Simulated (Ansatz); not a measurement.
Ansatz (a first-principles code) input (CCSD(T)/def2-SVPD):

Ansatz 0.2 input:
```yaml
crystal:
  periodic: [false, false, false]
  atoms:
    - {symbol: In, position_ang: [0.00000000, 0.00000000, 0.00000000]}
    - {symbol: H, position_ang: [-0.00000000, -0.00000000, -1.67028748]}
    - {symbol: H, position_ang: [0.00000000, 0.00000000, 1.67028748]}
basis:
  gaussian:
    orbitals: def2-SVPD
total_charge: 1
magnetization: {spin_polarized: false}
correlation: {method: ccsd_t, electrons: outside_noble_gas}
output: {forces: true}
```

End of the output:

```
cycle   2  -1.72773975 eV  change   -1.4e-1 eV  update   1.9e-2
cycle   3  -1.73297570 eV  change   -5.2e-3 eV  update   4.9e-3
cycle   4  -1.73391906 eV  change   -9.4e-4 eV  update   1.6e-3
cycle   5  -1.73400667 eV  change   -8.8e-5 eV  update   4.9e-4
cycle   6  -1.73396734 eV  change    3.9e-5 eV  update   8.5e-5
cycle   7  -1.73399316 eV  change   -2.6e-5 eV  update   1.5e-5
cycle   8  -1.73399531 eV  change   -2.2e-6 eV  update   3.8e-6
perturbative correction -0.01728715 eV, -0.0006352910 hartree
the calculation of the forces begins
mean field evaluation 16: about -5172.6261 eV, gradient 3.4e-2 eV
Total energy: -5174.37937801 eV, -190.1549348217 hartree
Atom 0 at     0.000000     0.000000     0.000000 Å, force    -0.000000     0.000000    -0.000000 eV/Å
Atom 1 at    -0.000000    -0.000000    -1.670287 Å, force     0.000000    -0.000000    -0.366658 eV/Å
Atom 2 at     0.000000     0.000000     1.670287 Å, force     0.000000    -0.000000     0.366658 eV/Å
Dipole moment:    -0.000000    -0.000000     0.000000 e Å
```
